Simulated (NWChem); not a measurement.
System: C$_{2}$H$_{4}$OSe; SMILES C1OC[Se]1

Here is an NWChem input.

```
start job
memory heap 200 mb stack 900 mb global 1100 mb
geometry units angstroms noautoz
  C     -0.117225    -0.849829     1.098380
  O     -0.112268    -1.724590     0.000000
  C     -0.117225    -0.849829    -1.098380
  Se    -0.124370     0.796855     0.000000
  H      0.786513    -0.947940     1.722884
  H     -1.020911    -0.956409     1.721611
  H     -1.020911    -0.956409    -1.721611
  H      0.786513    -0.947940    -1.722884
end
basis spherical
  C library aug-cc-pvdz
  O library aug-cc-pvdz
  Se library aug-cc-pvdz
  H library aug-cc-pvdz
end
dft
  xc b3lyp
  iterations 150
  vectors input atomic output neutral.movecs
end
task dft energy
charge 1
dft
  odft
  mult 2
  vectors input atomic output cation.movecs
end
task dft energy
charge -1
dft
  odft
  mult 2
  vectors input atomic output anion.movecs
end
task dft energy
```

Excerpt of the output:

```
             Northwest Computational Chemistry Package (NWChem) 7.3.0
             --------------------------------------------------------

 C2V symmetry detected

                             Geometry "geometry" -> ""
                             -------------------------

 Output coordinates in angstroms (scale by  1.889725989 to convert to a.u.)

  No.       Tag          Charge          X              Y              Z
 ---- ---------------- ---------- -------------- -------------- --------------
    1 C                    6.0000     0.00000000     1.09838000     0.83758977
    2 O                    8.0000     0.00000000     0.00000000     1.71236432
    3 C                    6.0000     0.00000000    -1.09838000     0.83758977
    4 Se                  34.0000     0.00000000     0.00000000    -0.80910968
    5 H                    1.0000     0.90372192     1.72224750     0.93993430
    6 H                    1.0000    -0.90372192     1.72224750     0.93993430
    7 H                    1.0000    -0.90372192    -1.72224750     0.93993430
    8 H                    1.0000     0.90372192    -1.72224750     0.93993430

 Effective nuclear repulsion energy (a.u.)     263.5811474404

      Symmetry information
      --------------------

 Group name             C2v
 Group number             16
 Group order               4
 No. of unique centers     4

                                 NWChem DFT Module
                                 -----------------

 Summary of "ao basis" -> "ao basis" (spherical)
 ------------------------------------------------------------------------------
       Tag                 Description            Shells   Functions and Types
 ---------------- ------------------------------  ------  ---------------------
 C                        aug-cc-pvdz                9       23   4s3p2d
 O                        aug-cc-pvdz                9       23   4s3p2d
 Se                       aug-cc-pvdz               14       36   6s5p3d
 H                        aug-cc-pvdz                5        9   3s2p

      Symmetry analysis of basis
      --------------------------

        a1         53
        a2         21
        b1         29
        b2         38

            General Information
            -------------------
          SCF calculation type: DFT
          Wavefunction type:  closed shell.
          No. of atoms     :     8
          No. of electrons :    58
           Alpha electrons :    29
            Beta electrons :    29
          Charge           :     0
          Spin multiplicity:     1
          Use of symmetry is: on ; symmetry adaption is: on
          Maximum number of iterations: 150
          AO basis - number of functions:   141
                     number of shells:    61
          Convergence on energy requested:  1.00D-06
          Convergence on density requested:  1.00D-05
          Convergence on gradient requested:  5.00D-04

              XC Information
              --------------
                         B3LYP Method XC Potential
                     Hartree-Fock (Exact) Exchange  0.200
                        Slater Exchange Functional  0.800 local
                    Becke 1988 Exchange Functional  0.720 non-local
              Lee-Yang-Parr Correlation Functional  0.810
                  VWN I RPA Correlation Functional  0.190 local

             Grid Information
             ----------------
          Grid used for XC integration:  medium
          Radial quadrature: Mura-Knowles
          Angular quadrature: Lebedev.
          Tag              B.-S. Rad. Rad. Pts. Rad. Cut. Ang. Pts.
          ---              ---------- --------- --------- ---------
          C                   0.70       49          13.0       434
          O                   0.60       49          12.0       434
          Se                  1.15      112          13.0       590
          H                   0.35       45          15.0       434
          Grid pruning is: on
          Number of quadrature shells:   255
          Spatial weights used:  Erf1

      Superposition of Atomic Density Guess
      -------------------------------------

 Sum of atomic energies:       -2551.87948341

      Non-variational initial energy
      ------------------------------

 Total energy =   -2553.797888
 1-e energy   =   -4073.386530
 2-e energy   =    1256.007494
 HOMO         =      -0.241364
 LUMO         =      -0.027622

      Symmetry analysis of molecular orbitals - initial
      -------------------------------------------------

  Numbering of irreducible representations:

     1 a1          2 a2          3 b1          4 b2

  Orbital symmetries:

     1 a1          2 a1          3 a1          4 b2          5 b1
     6 a1          7 a1          8 b2          9 a1         10 a1
    11 b2         12 b1         13 b2         14 a1         15 b1
    16 a1         17 a2         18 a1         19 b2         20 a1
    21 a1         22 b1         23 b2         24 a1         25 a2
    26 b2         27 b1         28 a1         29 b1         30 b2
    31 a1         32 a1         33 b1         34 b2         35 a2
    36 a1         37 b2         38 a1         39 b1

   convergence    iter        energy       DeltaE   RMS-Dens  Diis-err
 ---------------- ----- ----------------- --------- --------- ---------
 d= 0,ls=0.0,diis     1  -2555.2859491108 -2.82D+03  1.39D-02  7.79D-01
 d= 0,ls=0.0,diis     2  -2555.2319280936  5.40D-02  5.04D-03  1.23D+00
 d= 0,ls=0.0,diis     3  -2555.3651669834 -1.33D-01  9.97D-04  3.91D-02
 d= 0,ls=0.0,diis     4  -2555.3697517840 -4.58D-03  2.61D-04  1.01D-03
 d= 0,ls=0.0,diis     5  -2555.3699017613 -1.50D-04  8.35D-05  1.89D-04
  Resetting Diis
 d= 0,ls=0.0,diis     6  -2555.3699218317 -2.01D-05  2.98D-05  2.79D-05
 d= 0,ls=0.0,diis     7  -2555.3699249874 -3.16D-06  1.14D-05  6.05D-07
 d= 0,ls=0.0,diis     8  -2555.3699249203  6.72D-08  4.99D-06  1.37D-06

         Total DFT energy =    -2555.369924920260
      One electron energy =    -4076.151291262871
           Coulomb energy =     1365.300470871356
    Exchange-Corr. energy =     -108.100251969112
 Nuclear repulsion energy =      263.581147440367

 Numeric. integr. density =       58.000000369394

                  Occupations of the irreducible representations
                  ----------------------------------------------

                     irrep           alpha         beta
                     --------     --------     --------
                     a1               14.0         14.0
                     a2                2.0          2.0
                     b1                6.0          6.0
                     b2                7.0          7.0

                       DFT Final Molecular Orbital Analysis
                       ------------------------------------

 Vector   27  Occ=2.000000D+00  E=-3.025596D-01  Symmetry=a1
              MO Center=  2.4D-15, -5.5D-15,  2.3D-01, r^2= 3.1D+00
   Bfn.  Coefficient  Atom+Function         Bfn.  Coefficient  Atom+Function
  ----- ------------  ---------------      ----- ------------  ---------------
    30      0.383185  2 O  pz                84      0.385016  4 Se pz
    87      0.265809  4 Se pz                33      0.243898  2 O  pz
     7     -0.242140  1 C  pz                53     -0.242140  3 C  pz
    74     -0.187117  4 Se s                 27      0.144397  2 O  s
    10     -0.142365  1 C  pz                56     -0.142365  3 C  pz

 Vector   28  Occ=2.000000D+00  E=-2.901448D-01  Symmetry=b1
              MO Center= -9.8D-14, -2.9D-14,  1.2D+00, r^2= 2.2D+00
   Bfn.  Coefficient  Atom+Function         Bfn.  Coefficient  Atom+Function
  ----- ------------  ---------------      ----- ------------  ---------------
    28      0.559786  2 O  px                31      0.383035  2 O  px
    82     -0.169960  4 Se px                85     -0.141201  4 Se px
   106     -0.138117  5 H  s                115      0.138117  6 H  s
   124      0.138117  7 H  s                133     -0.138117  8 H  s
   107     -0.136256  5 H  s                116      0.136256  6 H  s

 Vector   29  Occ=2.000000D+00  E=-2.266726D-01  Symmetry=b1
              MO Center= -1.3D-13, -1.3D-14, -5.0D-01, r^2= 2.6D+00
   Bfn.  Coefficient  Atom+Function         Bfn.  Coefficient  Atom+Function
  ----- ------------  ---------------      ----- ------------  ---------------
    82      0.501453  4 Se px                85      0.490814  4 Se px
   107     -0.180539  5 H  s                116      0.180539  6 H  s
   125      0.180539  7 H  s                134     -0.180539  8 H  s
   106     -0.125387  5 H  s                115      0.125387  6 H  s
   124      0.125387  7 H  s                133     -0.125387  8 H  s

 Vector   30  Occ=0.000000D+00  E=-5.184988D-02  Symmetry=b2
              MO Center=  2.9D-15, -9.5D-14, -4.2D-01, r^2= 5.2D+00
   Bfn.  Coefficient  Atom+Function         Bfn.  Coefficient  Atom+Function
  ----- ------------  ---------------      ----- ------------  ---------------
    86      0.510818  4 Se py                89      0.486834  4 Se py
     4     -0.459527  1 C  s                 50      0.459527  3 C  s
     3     -0.423347  1 C  s                 49      0.423347  3 C  s
    83      0.314273  4 Se py                 7      0.211336  1 C  pz
    53     -0.211336  3 C  pz                 9      0.190352  1 C  py

 Vector   31  Occ=0.000000D+00  E=-8.722389D-03  Symmetry=a1
              MO Center= -2.8D-14,  5.1D-14,  1.2D+00, r^2= 1.0D+01
   Bfn.  Coefficient  Atom+Function         Bfn.  Coefficient  Atom+Function
  ----- ------------  ---------------      ----- ------------  ---------------
     4      1.376297  1 C  s                 50      1.376297  3 C  s
    75     -1.125008  4 Se s                 90     -0.580521  4 Se pz
   108     -0.420897  5 H  s                117     -0.420897  6 H  s
   126     -0.420897  7 H  s                135     -0.420897  8 H  s
    13     -0.418645  1 C  pz                59     -0.418645  3 C  pz

[...]
```

Level: B3LYP/aug-cc-pVDZ, vertical spin-unrestricted ions. Structure relaxed at the PBE0/def2-SVP level.
